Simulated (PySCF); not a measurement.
Pb⁴¹⁺: ionisation energy

Pb⁴¹⁺ [Kr] 4d5 [4d3/2^4 4d5/2^1, M_J = 5/2] → Pb⁴²⁺ [Kr] 4d4 [4d3/2^4, M_J = 0], as a difference of total energies. Computed with PySCF 2.14 in an uncontracted even-tempered set (16 s from 5 bohr⁻², ratio 2.8; 14 p from 6.5 bohr⁻², ratio 2.8; 9 d from 6.5 bohr⁻², ratio 2.8; 3 f from 26 bohr⁻², ratio 3), with the two-component X2C-1e Hamiltonian. Correlated levels: [Ar] 3d10 frozen; the 90 highest virtual spinors dropped. "Screened" scales the spin-orbit matrix elements by Boettger's factors to mimic the two-electron term; Breit and QED terms are absent.

```csv
method,ionisation energy (eV)
GHF (spin-free),2028.3
GMP2 (spin-free),2028.2
GHF (screened spin-orbit),2004.6
GMP2 (screened spin-orbit),2004.5
```

Breit and QED terms and the two-electron picture change are absent.

The spin-free rows relax to the high-spin LS determinant and lack the spin-orbit shift.

The labels give the starting determinants; with spin-orbit coupling the two ends relaxed to ⟨J²⟩ = 8.75, ⟨L²⟩ = 6.34, ⟨S²⟩ = 2.91 and ⟨J²⟩ = 0.00, ⟨L²⟩ = 2.53, ⟨S²⟩ = 2.53.

For comparison: 2004 ± 4 eV (theoretical estimate listed by NIST; NIST Atomic Spectra Database, ionization energies).
